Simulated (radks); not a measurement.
Spherical quantum dot in the effective-mass picture: electrons in a hard-walled sphere of radius 12, with a point charge +1 (a donor) at the centre, all in effective atomic units (hartree* = m*/eps^2 hartree, bohr* = eps/m* bohr), one dielectric constant everywhere. Method: non-relativistic Kohn-Sham, LDA (Slater exchange, Perdew-Wang correlation), spin-polarised, spherical densities; computed with a radial shooting solver with Libxc functionals. Levels are named by radial order and angular momentum (1s, 1p, 1d, 2s, ...), and open shells are averaged over m. Results are scaled to m* = 0.03 and eps = 10.1, for which hartree* = 8.003 meV and bohr* = 17.82 nm.

N = 20, configuration 1s2 1p6 1d10 2s(up 1, down 0) 1f(up 1, down 0). This is the lowest configuration that the search found (a dilute case). Occupied and some empty levels:

level,occupation,eigenvalue (meV),<r> (nm)
1s up,1,14.602,32.32
2s up,1,14.865,159.8
1s down,1,14.877,162.4
1p up,3,14.958,164.1
1p down,3,14.983,164.1
1d up,5,15.158,165.8
1d down,5,15.183,165.7
1f up,1,15.450,167.5
1f down,0,15.475,167.5
2s down,0,15.786,45.60
1g up,0,15.827,169.2
1g down,0,15.853,169.2
2p up,0,16.763,107.6
2p down,0,16.824,112.0
2d up,0,17.313,124.1
2d down,0,17.337,124.8

Energy (meV): total 143.413, kinetic 27.159, external -24.470, Hartree 165.32, exchange-correlation -24.594.
